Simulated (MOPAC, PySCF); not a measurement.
CHBr$_{3}$, SMILES `BrC(Br)Br`, neutral singlet in the gas phase. 

Z-matrix (Å, degrees):
```
C
H 1 1.0796
Br 1 1.9429 2 106.95
Br 1 1.9429 2 106.95 3 -120.00
Br 1 1.9429 2 106.95 4 -120.00
```
Charge 0, multiplicity 1.

All levels are single points at this geometry (B3LYP-D3(BJ)/def2-TZVP); Pople sets use spherical d functions. Orbital energies aren't observables, and empty levels follow the basis.

| level | HOMO (eV) | LUMO (eV) | gap (eV) | dipole (D) | vertical IE, Delta-SCF (eV) |
|---|---|---|---|---|---|
| M06-2X/def2-TZVP in PySCF | -9.39 | -1.08 | 8.31 | 0.93 | – |
| B3LYP/3-21G in PySCF | -7.39 | -1.74 | 5.65 | 1.06 | – |
| B3LYP/6-311+G** (LANL2DZ on Br) in PySCF | -7.89 | -2.16 | 5.73 | 1.04 | – |
| B3LYP/LANL2DZ in PySCF | -7.84 | -2.11 | 5.74 | 1.14 | – |
| BP86/6-31G* in PySCF | -6.92 | -3.06 | 3.86 | 1.03 | – |
| HF/3-21G in PySCF | -10.85 | 2.12 | 12.98 | 1.17 | – |
| HF/6-31G* in PySCF | -11.15 | 1.67 | 12.81 | 1.12 | 11.18 |
| PM3 in MOPAC | -11.27 | -1.67 | 9.60 | 0.76 | – |
| PM7 in MOPAC | -10.61 | -0.91 | 9.70 | 1.14 | – |
